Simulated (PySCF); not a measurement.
C2H8N2Si2, SMILES CC1=N[SiH2][Si@H]1N.

The structure is a stationary point at PBE0-D3(BJ)/def2-SVP. The structure was generated by enumeration; whether it is a known compound was not checked. The values are those of a single conformer.

All values below come from TDDFT-LC-ωPBE/def2-SVPD run with PySCF.

Vertical excitations. Gas-phase values at a fixed geometry.

Question: List the lowest excited states. (The exact figures need the calculation; the answer reports its results.)

Answer: 
```
state  energy (eV)  λ (nm)      f                                                                 main pairs
-----  -----------  ------  -----  -------------------------------------------------------------------------
S1            3.94     315  0.000                                           HOMO→LUMO 67 %, HOMO→LUMO+1 17 %
S2            5.46     227  0.007                                                           HOMO−1→LUMO 86 %
S3            6.15     202  0.014       HOMO→LUMO+1 34 %, HOMO→LUMO 17 %, HOMO→LUMO+2 12 %, HOMO→LUMO+4 10 %
S4            6.37     195  0.005                                         HOMO→LUMO+2 61 %, HOMO→LUMO+1 26 %
S5            6.47     192  0.044                                                         HOMO−1→LUMO+1 68 %
S6            6.65     186  0.040                                                         HOMO−1→LUMO+2 73 %
S7            6.93     179  0.018     HOMO→LUMO+4 35 %, HOMO→LUMO+3 22 %, HOMO→LUMO+5 6 %, HOMO−1→LUMO+3 6 %
S8            7.19     173  0.006    HOMO→LUMO+4 25 %, HOMO−1→LUMO+3 24 %, HOMO−2→LUMO 16 %, HOMO→LUMO+5 6 %
S9            7.31     170  0.089  HOMO→LUMO+3 22 %, HOMO−3→LUMO 21 %, HOMO−1→LUMO+3 13 %, HOMO−1→LUMO+5 7 %
S10           7.55     164  0.044  HOMO−1→LUMO+4 25 %, HOMO→LUMO+3 23 %, HOMO−1→LUMO+6 10 %, HOMO→LUMO+8 6 %
T1            3.18     390      0                                           HOMO→LUMO 67 %, HOMO→LUMO+1 16 %
T2            4.75     261      0                    HOMO−2→LUMO 49 %, HOMO−2→LUMO+1 15 %, HOMO−2→LUMO+2 8 %
T3            4.94     251      0                                                           HOMO−1→LUMO 75 %
T4            5.61     221      0                                     HOMO−1→LUMO+1 57 %, HOMO−1→LUMO+2 15 %
```
Triplets are in the Tamm–Dancoff approximation, which puts them higher than full response would, so one can lie above its singlet here.
